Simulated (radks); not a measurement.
Removal energies from the ytterbium ion Yb+, [Xe] 4f14 6s1, by Delta-SCF beside the eigenvalue of the level emptied. All-electron calculation, scalar-relativistic Kohn-Sham, BLYP, spin-polarised, spherical densities, finite nucleus; Fermi nuclear charge, rms radius of each element as measured or else 0.836 A^(1/3) + 0.57 fm. Program: a radial shooting solver on a logarithmic mesh with Libxc functionals. Open shells are filled with parallel spins first.

6s: final configuration [Xe] 4f14; Delta-SCF (eV) 12.530; -eigenvalue (eV) 9.596
4f: final configuration [Xe] 4f13 6s1; Delta-SCF (eV) 17.560; -eigenvalue (eV) 9.539
5p: final configuration [Kr] 4d10 4f14 5s2 5p5 6s1; Delta-SCF (eV) 40.054; -eigenvalue (eV) 33.969
5s: final configuration [Kr] 4d10 4f14 5s1 5p6 6s1; Delta-SCF (eV) 68.206; -eigenvalue (eV) 61.494
